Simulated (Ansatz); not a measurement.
Gas-phase electronic energies from Ansatz, PBE0-D4/def2-TZVP geometries. CBS: MP2 limit from def2 TZ/QZ plus the TZ coupled-cluster correction, frozen cores. This one scheme is used for every species. Functionals use def2-TZVPP. One conformer a species, not always the lowest.

`O[Si]([SiH3])(Cl)Cl` + `CC[SiH2]O` → `CC[SiH2]O[SiH3]` + `O[SiH](Cl)Cl`  (cleavage of the Si–Si bond)

CCSD(T)/CBS gives -25.7 kcal/mol.

Question: Another level gave -21.4 kcal/mol. Which?
A. B2PLYP/def2-TZVPP
B. r2SCAN/def2-TZVPP
C. HF/def2-TZVPP
D. PBE0-D4/def2-TZVPP

Answer: D. PBE0-D4 -21.4, r2SCAN -24.0, HF/def2-TZVPP -32.6, B2PLYP -26.6 kcal/mol.

Largest T1 diagnostic among the species: 0.011.

From PBE to PBE0 (25 % exact exchange), in def2-TZVPP and without D4, ΔE moves by −2.4 kcal/mol. In def2-TZVPP, CCSD(T) changes the Hartree–Fock value by +6.6 kcal/mol (the triples alone add +1.0 kcal/mol) and MP2 by +5.2 kcal/mol.
